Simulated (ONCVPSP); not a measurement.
**Scattering properties, ONCV potential for cobalt**

ONCVPSP 4.0.1 input, shortened (lines: element, Z, core and valence counts, functional; n l f; lmax; l rc ep ncon nbas qcut; lloc lpopt rc5 dvloc0; l nproj debl; icmod fcfact rcfact), PBE, scalar-relativistic:

```
  Co 27.00    3    4        4      upf
    1    0    2.00
    2    0    2.00
    2    1    6.00
    3    0    2.00
    3    1    6.00
    3    2    7.00
    4    0    2.00
    2
    0    1.05    0.00    4    9    9.30
    1    0.90    0.00    4    8   10.70
    2    1.55    0.00    4    9   11.80
    4    5    0.90    2.00
    0    2    2.40
    1    2    1.30
    2    2    1.30
    3    4.50    1.10
```

In the p channel the program set the typed energies aside and used -2.412, 0.250 Ha.

The phase is arctan(r·R′/R) of the radial function R(r), unwrapped; energies in Ha, scanned from -5 to 5 Ha. A pole is an energy at which the radial function vanishes at the test radius. The pseudo phase is shifted by a multiple of π to meet the all-electron one at the reference energy, and phase errors are pseudo minus all-electron; the curves can meet again beyond the range given. Levels narrower than the energy grid can be missing from the lists of poles.

```
channel  radius (bohr)  reference energy (Ha)  poles, all-electron  poles, pseudo  unbroken range about the reference energy with phases within 0.05 rad  phase error 1 Ha above the reference energy (rad)
      s           1.06                  -0.20                -1.68          -1.68                                                        the whole range                                             -0.000
      p           0.91                  -2.41                 2.08           2.08                                                        the whole range                                             -0.000
      d           1.57                  -0.30                 0.18           0.18                                                        the whole range                                             +0.000
```

Phases in the p channel:

```
E (Ha)  all-electron  pseudo
 -4.96         0.007   0.007
 -4.48        -0.275  -0.275
 -4.00        -0.543  -0.543
 -3.52        -0.769  -0.769
 -3.04        -0.945  -0.945
 -2.56        -1.079  -1.079
 -2.08        -1.183  -1.183
 -1.60        -1.264  -1.264
 -1.12        -1.328  -1.328
 -0.64        -1.381  -1.381
 -0.16        -1.426  -1.426
  0.32        -1.464  -1.464
  0.80        -1.497  -1.497
  1.28        -1.527  -1.527
  1.76        -1.554  -1.554
  2.24        -1.579  -1.579
  2.72        -1.602  -1.602
  3.20        -1.624  -1.624
  3.68        -1.646  -1.646
  4.16        -1.667  -1.667
  4.64        -1.689  -1.689
```
